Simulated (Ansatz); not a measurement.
**Two structures, one formula**

Two relaxed structures of AlGeH₃O, closed shell (PBE0-D4/def2-TZVP; forces vanish, vibrations not checked).

A:

```csv
atom,x (Å),y (Å),z (Å)
O1,0.8038,-0.4358,0.5955
Al2,-0.2143,-1.6460,-0.3051
Ge3,-0.4027,1.0478,-0.1147
H4,1.5644,-0.3349,1.1706
H5,0.7735,1.9472,-0.6325
H6,-0.6446,1.7121,1.2856
```

B:

```json
{"atom": "O1", "x (Å)": "0.0946", "y (Å)": "-0.4041", "z (Å)": "-0.0367"}
{"atom": "Al2", "x (Å)": "0.4316", "y (Å)": "-2.0576", "z (Å)": "-0.0095"}
{"atom": "Ge3", "x (Å)": "-0.2586", "y (Å)": "1.3242", "z (Å)": "-0.0654"}
{"atom": "H4", "x (Å)": "-1.5068", "y (Å)": "1.5469", "z (Å)": "-0.9360"}
{"atom": "H5", "x (Å)": "0.9554", "y (Å)": "2.0559", "z (Å)": "-0.6622"}
{"atom": "H6", "x (Å)": "-0.5153", "y (Å)": "1.7891", "z (Å)": "1.3781"}
```

Program: Ansatz 0.2.0. Basis: def2-TZVPP. Cores are frozen in the correlated methods. Filled d shells of the heavier atoms are correlated. The def2 sets are not built for correlating such inner shells, so the correlated values are less sure here. B3LYP uses VWN-RPA correlation.

(1) Which structure is lower at CCSD(T), and by how much? (Judge from chemistry; the value comes from the calculation.)

No T1 diagnostic of these runs exceeds 0.015.

## Answers

(1) The calculation gives: B, by 31.88 kcal/mol (electronic energy, against the other). By their contacts, A is AlGeH₃O ([OH]1[Al][GeH2]1) and B is AlGeH₃O ([Al][O][GeH3]).

All methods give the same order:

```tsv
method	E(B) − E(A) (kcal/mol)
PBE-D4	-23.37
r2SCAN-D4	-27.49
PBE0-D4	-26.45
B3LYP-D4	-27.84
wB97M-V	-27.62
HF	-37.84
MP2	-33.88
CCSD	-32.84
CCSD(T)	-31.88
```

Labels in which every atom is bracketed show which atoms are joined, not bond orders.

For scale, one of the runs: CCSD(T)/def2-TZVPP, 163 basis functions, launched by `ansatz run in.yaml --threads 2 --pin off --events-out ev --progress --plain --max-ram 4352MiB`. Hardware: 2 CPU threads of an Arm Neoverse V2, shared host. Wall time 28 s; peak host memory 1.2 GiB.
